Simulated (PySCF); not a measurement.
## KSi at HSE06

Computed with HSE06; K pcseg-1, Si pcseg-1; no relativity (PySCF 2.14).

For KSi, the state is ⁴Σ⁻ (quartet), unpaired electrons σ ↑, π ↑↑, the bond length is 3.047 Å and the harmonic wavenumber is 201 cm⁻¹. The force constant is 0.389 mdyn/Å and the rotational constant Be is 0.1115 cm⁻¹. The anharmonicity ωexe is 0.894 cm⁻¹. The vibration–rotation constant αe is 0.000721 cm⁻¹, the well depth De to K + Si is 1.62 eV and the dissociation energy D0 is 1.61 eV. The bond order (Mayer) is 0.79. The dipole moment (positive dipole means K(−)Si(+)) is -9.71 D.

The state was picked by a PBE0 search and need not be the measured ground state.
